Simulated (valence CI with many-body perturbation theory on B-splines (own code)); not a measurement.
E1 transitions of Sm57+

Calculated by valence CI with perturbative core correlation (CI+MBPT): three valence electrons over a frozen Dirac-Fock core [He], a basis of 11 s, 11 p, 10 d, 8 f, 5 g, 2 h functions for each j, with the one-electron correlation potential Σ1 (screened to all orders), the two-electron term Σ2, the three-electron term Σ3, Breit, model QED; selected single and double excitations, second order for the rest, scaled by the run's own slope (own B-spline code, finite nucleus).

No measured spectrum was set against this ion. As an estimate, large intervals hold to a few tenths of a per cent, small ones and those within an open d or f shell to about a per cent.

Lines 151 to 200 of 575 in falling wavelength, among levels below 10244 eV, chosen from the strongest by gf and those to the six lowest levels. Wavelengths and rates use the calculated energies. Electric multipoles are in the length gauge with retardation, E1 and E2 with the static RPA response of the core. Weak lines are less certain than strong ones. Lines between different terms over intervals too small for the method are left out, as are lines whose strength nearly cancels.

Levels are named by their leading jj configuration (3d3/2^4 stands for four electrons in 3d with j = 3/2), which in mixed levels can hold well under half, so a name can repeat and another be missing. Letters in brackets count levels of one name in rising energy.

```csv
λ vac (Å),Upper,Lower,A (s⁻¹),S (a.u.)
14.97,(2p3/2^2 3s) J=3/2,(2s 2p3/2 3s) J=1/2,1.10e+12,7.29e-03
14.94,(2p3/2^2 3d5/2) J=5/2 [a],(2s 2p3/2 3d5/2) J=5/2 [b],6.44e+11,6.36e-03
14.90,(2p3/2^2 3d5/2) J=3/2,(2s 2p3/2 3d5/2) J=3/2 [b],7.90e+11,5.16e-03
14.87,(2p3/2^2 3p3/2) J=3/2 [a],(2s 2p3/2 3p3/2) J=1/2 [b],1.22e+12,7.88e-03
14.84,(2p1/2 2p3/2^2) J=3/2,(2s 2p1/2 2p3/2) J=1/2,1.24e+12,7.98e-03
14.84,(2p3/2^2 3d3/2) J=5/2,(2s 2p3/2 3d5/2) J=3/2 [a],4.64e+11,4.49e-03
14.65,(2p1/2 2p3/2 3d5/2) J=3/2 [a],(2s 2p1/2 3d5/2) J=3/2,6.65e+11,4.13e-03
14.62,(2p1/2 2p3/2 3d5/2) J=5/2 [a],(2s 2p1/2 3d5/2) J=5/2 [b],5.33e+11,4.94e-03
14.60,(2p1/2 2p3/2 3p3/2) J=3/2 [a],(2s 2p1/2 3p3/2) J=3/2 [b],7.52e+11,4.63e-03
14.53,(2p1/2 2p3/2 3d3/2) J=5/2 [a],(2s 2p1/2 3d3/2) J=5/2,7.76e+11,7.04e-03
14.52,(2s 2p3/2 3d5/2) J=3/2 [a],(2s^2 3d3/2) J=3/2,7.84e+11,4.74e-03
14.50,(2p1/2 2p3/2 3p1/2) J=3/2 [a],(2s 2p1/2 3p1/2) J=3/2,6.97e+11,4.20e-03
14.50,(2p1/2 2p3/2 3s) J=3/2 [b],(2s 2p1/2 3s) J=1/2 [b],1.04e+12,6.28e-03
14.49,(2p1/2 2p3/2^2) J=5/2,(2s 2p1/2 2p3/2) J=3/2 [b],1.48e+12,1.34e-02
14.47,(2p1/2 2p3/2 3p3/2) J=3/2 [b],(2s 2p1/2 3p3/2) J=1/2,6.13e+11,3.67e-03
14.45,(2p1/2 2p3/2 3d5/2) J=9/2,(2s 2p1/2 3d5/2) J=7/2,1.24e+12,1.84e-02
14.44,(2p3/2^2 3p3/2) J=1/2,(2s 2p3/2 3p3/2) J=1/2 [a],1.32e+12,3.94e-03
14.44,(2p1/2 2p3/2 3p3/2) J=7/2,(2s 2p1/2 3p3/2) J=5/2,1.43e+12,1.69e-02
14.42,(2p3/2^3) J=3/2,(2s 2p3/2^2) J=3/2,3.34e+12,1.98e-02
14.41,(2p3/2^3) J=3/2,(2s 2p3/2^2) J=1/2,7.34e+11,4.33e-03
14.40,(2p3/2^2 3d5/2) J=5/2 [b],(2s 2p3/2 3d5/2) J=3/2 [b],4.47e+11,3.95e-03
14.39,(2p3/2^2 3p3/2) J=3/2 [b],(2s 2p3/2 3p3/2) J=3/2 [b],1.71e+12,1.01e-02
14.38,(2p3/2^2 3p3/2) J=5/2,(2s 2p3/2 3p3/2) J=5/2 [a],9.40e+11,8.28e-03
14.37,(2p3/2^2 3d5/2) J=7/2,(2s 2p3/2 3d5/2) J=7/2 [a],6.76e+11,7.92e-03
14.35,(2p1/2 2p3/2 3d5/2) J=5/2 [b],(2s 2p1/2 3d5/2) J=3/2,6.17e+11,5.40e-03
14.35,(2p3/2^2 3d5/2) J=5/2 [b],(2s 2p3/2 3d5/2) J=5/2 [b],1.38e+12,1.21e-02
14.35,(2p1/2 2p3/2 3d5/2) J=5/2 [b],(2s 2p1/2 3d5/2) J=5/2 [b],4.13e+11,3.61e-03
14.34,(2s 2p3/2 3d5/2) J=7/2 [b],(2s^2 3d5/2) J=5/2,1.85e+12,2.16e-02
14.34,(2p1/2 2p3/2 3d5/2) J=7/2 [a],(2s 2p1/2 3d5/2) J=5/2 [a],1.14e+12,1.33e-02
14.32,(2p1/2 2p3/2 3d3/2) J=5/2 [b],(2s 2p1/2 3d3/2) J=3/2 [b],1.24e+12,1.08e-02
14.30,(2s 2p3/2 3p3/2) J=5/2 [b],(2s^2 3p3/2) J=3/2,2.06e+12,1.79e-02
14.30,(2p1/2 2p3/2 3p1/2) J=5/2,(2s 2p1/2 3p1/2) J=3/2,1.30e+12,1.12e-02
14.29,(2p3/2^2 3d3/2) J=3/2 [b],(2s 2p3/2 3d3/2) J=5/2 [b],1.45e+12,8.35e-03
14.29,(2p1/2 2p3/2 3p3/2) J=5/2 [a],(2s 2p1/2 3p3/2) J=3/2 [a],1.10e+12,9.53e-03
14.28,(2p1/2 2p3/2 3d3/2) J=7/2,(2s 2p1/2 3d3/2) J=5/2,1.24e+12,1.42e-02
14.25,(2p1/2 2p3/2 3d5/2) J=7/2 [b],(2s 2p1/2 3d5/2) J=5/2 [b],6.93e+11,7.92e-03
14.24,(2p1/2 2p3/2 3p1/2) J=3/2 [b],(2s 2p1/2 3p1/2) J=1/2 [b],1.38e+12,7.84e-03
14.23,(2p1/2 2p3/2 3d3/2) J=3/2 [b],(2s 2p1/2 3d3/2) J=3/2 [b],7.00e+11,3.99e-03
14.23,(2p3/2^2 3d5/2) J=7/2,(2s 2p3/2 3d5/2) J=5/2 [a],6.54e+11,7.44e-03
14.22,(2p1/2 2p3/2 3d3/2) J=1/2 [b],(2s 2p1/2 3d3/2) J=1/2,1.25e+12,3.54e-03
14.22,(2p1/2 2p3/2 3s) J=5/2,(2s 2p1/2 3s) J=3/2,1.31e+12,1.12e-02
14.21,(2p3/2^2 3p1/2) J=1/2,(2s 2p3/2 3p1/2) J=3/2 [b],2.49e+12,7.03e-03
14.20,(2p1/2 2p3/2 3p1/2) J=1/2,(2s 2p1/2 3p1/2) J=1/2 [a],1.43e+12,4.05e-03
14.19,(2p3/2^2 3s) J=1/2,(2s 2p3/2 3s) J=3/2 [b],2.47e+12,6.97e-03
14.17,(2s 2p3/2 3d3/2) J=5/2 [b],(2s^2 3d3/2) J=3/2,1.87e+12,1.57e-02
14.17,(2p1/2 2p3/2 3d5/2) J=3/2 [b],(2s 2p1/2 3d5/2) J=5/2 [b],1.12e+12,6.29e-03
14.15,(2p3/2^2 3p3/2) J=5/2,(2s 2p3/2 3p3/2) J=3/2 [a],4.80e+11,4.03e-03
14.15,(2p3/2^2 3p3/2) J=3/2 [b],(2s 2p3/2 3p3/2) J=5/2 [b],1.47e+12,8.25e-03
14.15,(2s 2p3/2 3p1/2) J=1/2,(2s^2 3p1/2) J=1/2,2.32e+12,6.48e-03
14.15,(2s 2p3/2 3s) J=1/2,(2s^2 3s) J=1/2,2.29e+12,6.40e-03
```
